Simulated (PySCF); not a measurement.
# Computed properties of C₅H₄F₂O, SMILES [C@H]1(COC1(F)F)C#C

C5H4F2O, SMILES C#C[C@@H]1COC1(F)F. The structure is a stationary point at B3LYP-D3(BJ)/def2-SVP. The structure was generated by enumeration; whether it is a known compound was not checked. The values are those of a single conformer. All values are computed for the isolated molecule unless a solvent is named; none is compared with measurement here.

**Structure.** All 30 harmonic modes at B3LYP-D3(BJ)/def2-SVP (PySCF) are real, so it is a minimum. With heavy atoms numbered as in [CH:1]#[C:2][C@@H:3]1[CH2:4][O:5][C:6]1([F:7])[F:8], the shortest bond between them is C1–C2 at 1.210 Å and the longest C3–C4 at 1.551 Å.

**Vibrations.** The strongest infrared lines (harmonic, unscaled, degenerate partners summed) lie at 1282 cm⁻¹ (272 km/mol, C 75 %, H 14 %, F 11 %), 1252 cm⁻¹ (133 km/mol, C 54 %, H 36 %, F 9 %), 1156 cm⁻¹ (93 km/mol, C 53 %, H 35 %, O 11 %). The softest mode is at 78 cm⁻¹ and the zero-point energy is 50.8 kcal/mol.

**Electronic structure.** CAM-B3LYP/def2-TZVP (PySCF) places the frontier levels at -9.66 and 1.31 eV, a gap of 10.97 eV, and gives a dipole moment of 3.14 D. PBE/def2-TZVP (PySCF) at the same geometry gives -6.97 and -0.78 eV, so its gap is 4.78 eV narrower. An orbital gap is neither the optical nor the fundamental gap.

**Excitations.** TDA-ωB97X/def2-SVPD (PySCF) has S1 at 6.44 eV (193 nm, f = 0.000, dark); the most intense of the 6 singlets computed lies at 8.41 eV (f = 0.08). T1 (TDA) is at 5.34 eV, 1.10 eV under S1. TDA-PBE/def2-SVPD (PySCF) puts S1 at 6.28 eV. No vertical singlet excitation falls in the visible range (under 3.1 eV).

**NMR.** GIAO shifts at B3LYP/pcSseg-1 (PySCF) (non-relativistic, atoms alike by connectivity averaged): ¹³C from 43.8 to 132.4 ppm against TMS; ¹H from 2.7 to 4.5 ppm against TMS; ¹⁹F at -81.0 ppm against CFCl3.

**Solvation.** SMD-M06-2X/6-31G* (PySCF) gives -3.1 kcal/mol in water, -5.2 kcal/mol in diethylether, -5.6 kcal/mol in cyclohexanone (1 M in both phases, gas-phase geometry); of these solvents cyclohexanone holds the molecule best.
